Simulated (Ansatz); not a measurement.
Basis-set extrapolation for `OBN([SiH3])[SiH3]` (PBE0-D4/def2-TZVP geometry, frozen core, the Gaussian-basis code of Ansatz). Multiplicity 1, RHF reference.

|  | def2-TZVPP | def2-QZVPP |
| --- | --- | --- |
| HF | -736.749686 | -736.776095 |
| MP2 correlation | -0.802000 | -0.861258 |
| CCSD(T) correlation | -0.887348 | not run |

Energies in hartree. Use E(X) = E(∞) + A·exp(−7.88·√X) for Hartree–Fock and E(X) = E(∞) + B·X^(−2.97) for correlation, with X = 3 and 4, and add CCSD(T) minus MP2 of the smaller set to the MP2 limit.

Problem. What is the CCSD(T) energy at the basis-set limit?

Solution. HF limit: -736.776095 + (-0.026409) × 0.13774 = -736.77973. MP2 limit: -0.861258 + (-0.059258) × 0.74074 = -0.90515. Higher-order term: -0.887348 − (-0.802000) = -0.08535. Total: -737.77023 hartree, 349.7 kJ/mol below CCSD(T)/def2-TZVPP.
